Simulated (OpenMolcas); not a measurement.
V2+ (d3) in a complex was computed by CASSCF with the d shell active (OpenMolcas, ANO-RCC-VTZP on the metal). Its lowest spin-free states, and all those of the highest spin:

| 2S+1 | Degeneracy | E (cm-1) |
| --- | --- | --- |
| 4 | 1 | 0.0 |
| 4 | 1 | 8877 |
| 4 | 1 | 9819 |
| 4 | 1 | 9991 |
| 4 | 1 | 15437 |
| 2 | 1 | 15537 |
| 2 | 1 | 16092 |
| 4 | 1 | 16197 |
| 2 | 1 | 16285 |
| 2 | 1 | 16738 |
| 4 | 1 | 16931 |
| 2 | 1 | 17223 |
| 4 | 1 | 27601 |
| 4 | 1 | 28085 |
| 4 | 1 | 29547 |

Problem. Is the site octahedral, tetrahedral or cube-like, axial, or of lower symmetry?

Solution. The states with 2S+1 = 4 have orbital degeneracies 1, 1, 1, 1, 1, 1, 1, 1, 1, 1. No state of this spin is degenerate, so the site is of lower symmetry, with no axis of order three or more. The run had V2+ with 6 ligands (water, fluoride on the axis) in tetragonal octahedral coordination (D2h) at 2.15 Å, the axial distance 2.101 Å. Ligand basis ANO-RCC-VDZP.

Without dynamic correlation the repulsion within the d shell is too large (B by tens of per cent), so at a given field states of lower spin stand too high. Ligand-to-metal charge-transfer states are missing. With no ligand orbital active B as a rule stays too high, so bands that hang on it stand too high and its fall with covalency is understated. With metal d orbitals alone and no dynamic correlation the field as a rule comes out too small, by tens of per cent, by up to half for chloride and softer ligands. No measured value stands beside these numbers; the geometry was imposed, not optimised, and the real ion may take another.
